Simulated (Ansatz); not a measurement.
Isolated molecules relaxed with PBE0-D4/def2-TZVP in Ansatz; ΔE leaves out vibrations. CBS: MP2 limit from def2 TZ/QZ plus the TZ coupled-cluster correction, frozen cores. This one scheme is used for every species. DFT in def2-TZVPP. One conformer a species, not always the lowest.

Consider the substitution at a C–Si bond: `N[SiH](F)CO` + `N#CO` → `N#COCO` + `N[SiH2]F`.

```json
{"level": "r2SCAN-D4", "ΔE (kJ/mol)": "27.1"}
{"level": "CCSD(T)/def2-TZVPP", "ΔE (kJ/mol)": "28.6"}
{"level": "MP2/def2-QZVPP", "ΔE (kJ/mol)": "33.4"}
{"level": "SCS-MP2/def2-QZVPP", "ΔE (kJ/mol)": "28.9"}
```

Question: What does CCSD(T)/CBS give? (Estimate.)

Answer: The calculation gave: +33.2 kJ/mol. The listed levels differ from it by -6.1, -4.6, 0.2, -4.3 kJ/mol.

Largest T1 diagnostic among the species: 0.014.

From BLYP to BHLYP (50 % exact exchange), in def2-TZVPP and without D4, ΔE moves by +3.9 kJ/mol. The D4 term adds +5.5 kJ/mol with B3LYP and +3.0 kJ/mol with PBE0; it sums over pairs of atoms, weighted by their polarisabilities, and B3LYP, whose exchange is more repulsive, gets the larger term. In def2-TZVPP, CCSD(T) changes the Hartree–Fock value by +13.6 kJ/mol (the triples alone add −0.8 kJ/mol) and MP2 by +15.8 kJ/mol.

B3LYP here is the variant with VWN-RPA as its local correlation; programs differ in this.
